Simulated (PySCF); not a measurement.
Computed vibrations of [Nd(NH2)4]−

[Nd(NH2)4]− (singlet in the valence; each metal's 4f electrons, 3 of them, lie in its core potential, out of spins and levels). PySCF 2.14.0, RKS PBE0, Nd lcecp-1-SVP with ECP49, N def2-SVP, H def2-SVP; non-relativistic Hamiltonian with scalar-relativistic core potentials where named; density fitting; no spin-orbit coupling. Central differences of gradients.

```xyz
13

Nd    0.0000    0.0000    0.0000
N     1.1547    1.4281    1.4281
H     1.5518    1.1931    2.3396
H     1.5518    2.3396    1.1931
N    -1.1547   -1.4281    1.4281
H    -1.5518   -1.1931    2.3396
H    -1.5518   -2.3396    1.1931
N     1.1547   -1.4281   -1.4281
H     1.5518   -2.3396   -1.1931
H     1.5518   -1.1931   -2.3396
N    -1.1547    1.4281   -1.4281
H    -1.5518    2.3396   -1.1931
H    -1.5518    1.1931   -2.3396
```

Run from Python with OMP_NUM_THREADS=2. Where DIIS fails, smearing, a level shift and second-order steps follow.
It took 88 s on 2 threads of Arm Neoverse V1, on a shared host.

**Question.** What are the harmonic wavenumbers and infrared intensities?

**Answer.** Modes are labelled in D2d; negative numbers are unstable modes, those under 60 cm⁻¹ near the noise; a finer grid moves soft modes by up to 10 cm⁻¹.
```tsv
cm⁻¹	km/mol	symmetry
-142	–	a2
-31	–	e
-31	–	e
82	0.0	b1
88	0.2	b2
98	0.0	a1
105	0.6	e
105	0.6	e
210	0.0	b1
256	0.0	a2
299	63.3	e
299	63.3	e
329	115.7	e
329	115.7	e
344	0.0	b1
346	0.0	a1
348	266.9	b2
438	214.4	e
438	214.4	e
445	173.5	b2
467	0.0	a1
1506	20.5	b2
1507	5.1	e
1507	5.1	e
1512	0.0	a1
3504	12.2	b2
3504	14.4	e
3504	14.4	e
3505	0.0	a1
3591	0.0	a2
3592	12.1	e
3592	12.1	e
3592	0.0	b1
```

**Question.** Is this a minimum?

**Answer.** No: 3 unstable; the lowest moves the atoms so:
```
Nd   0.00  0.00  0.00
N    0.00  0.00  0.00
H   -0.31  0.07  0.15
H    0.31 -0.15 -0.07
N    0.00  0.00  0.00
H   -0.31  0.07 -0.15
H    0.31 -0.15  0.07
N    0.00  0.00  0.00
H    0.31  0.15  0.07
H   -0.31 -0.07 -0.15
N    0.00  0.00  0.00
H    0.31  0.15 -0.07
H   -0.31 -0.07  0.15
```

An lcecp potential fixes the number of 4f electrons, so in runs with it no electron can move into or out of that shell.
